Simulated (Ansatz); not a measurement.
Consider the formal exchange of groups at the Se–Si bond: `[SiH3]N[SiH2][SeH]` + `[CH3][GeH3]` → `[CH3][GeH2][SeH]` + `[SiH3]N[SiH3]`.

Calculated with Ansatz (gas phase, PBE0-D4/def2-TZVP geometries, no zero-point term in ΔE). CBS: MP2 limit from def2 TZ/QZ plus the TZ coupled-cluster correction, frozen cores. This one scheme is used for every species. DFT in def2-TZVPP. For Ge, Se outer-core shells are correlated without core-valence functions, which leaves a few kJ/mol of doubt a bond. Scalar relativity is left out up to krypton. One conformer a species, not always the lowest.

`[SiH3]N[SiH2][SeH]`:

```xyz
11

Si   -1.050    1.346   -0.353
N     0.414    0.676    0.283
Si    1.119   -0.832   -0.143
Se   -0.274   -2.622    0.120
H    -2.231    1.101    0.518
H    -0.900    2.816   -0.515
H    -1.281    0.706   -1.672
H     0.813    1.126    1.094
H     2.341   -0.984    0.684
H     1.437   -0.903   -1.590
H    -0.388   -2.430    1.572
```

`[CH3][GeH3]`:

Z-matrix (Å, degrees):
```
C
Ge 1 1.953
H 1 1.091 2 110.3
H 1 1.090 2 110.3 3 120.0
H 1 1.090 2 110.3 3 -120.0
H 2 1.539 1 110.4 3 -59.8
H 2 1.539 1 110.4 3 60.2
H 2 1.539 1 110.4 3 -179.8
```

`[CH3][GeH2][SeH]`:

Cartesian coordinates in Å:
```
C 0.236 0.999 0.746
Ge 0.160 -0.825 0.065
Se -1.536 -1.042 -1.566
H 0.482 1.690 -0.061
H -0.731 1.277 1.165
H 1.000 1.078 1.522
H -0.250 -1.826 1.159
H 1.510 -1.244 -0.545
H -0.873 -0.106 -2.485
```

`[SiH3]N[SiH3]`:

Z-matrix (Å, degrees):
```
Si
N 1 1.726
H 1 1.490 2 112.6
H 1 1.484 2 107.4 3 119.9
H 1 1.489 2 110.9 3 -120.0
Si 2 1.726 1 128.9 3 -109.8
H 2 1.011 1 115.5 3 66.2
H 6 1.490 2 112.6 1 109.8
H 6 1.484 2 107.4 1 -10.1
H 6 1.488 2 110.9 1 -130.1
```

```json
{"level": "PBE", "ΔE (kJ/mol)": "10.6"}
{"level": "MP2/def2-TZVPP", "ΔE (kJ/mol)": "8.2"}
```

Problem. What does CCSD(T)/CBS give? (Best estimate.)

Solution. Ansatz gave: +11.2 kJ/mol. The listed levels differ from it by -0.6, -3.0 kJ/mol.

Largest T1 diagnostic among the species: 0.010.

In def2-TZVPP, CCSD(T) changes the Hartree–Fock value by +7.7 kJ/mol (the triples alone add +1.1 kJ/mol) and MP2 by +8.0 kJ/mol. The D4 term adds +3.7 kJ/mol with B3LYP and +2.1 kJ/mol with PBE0; it sums over pairs of atoms, weighted by their polarisabilities, and B3LYP, whose exchange is more repulsive, gets the larger term.

B3LYP here is the variant with VWN-RPA as its local correlation; programs differ in this.
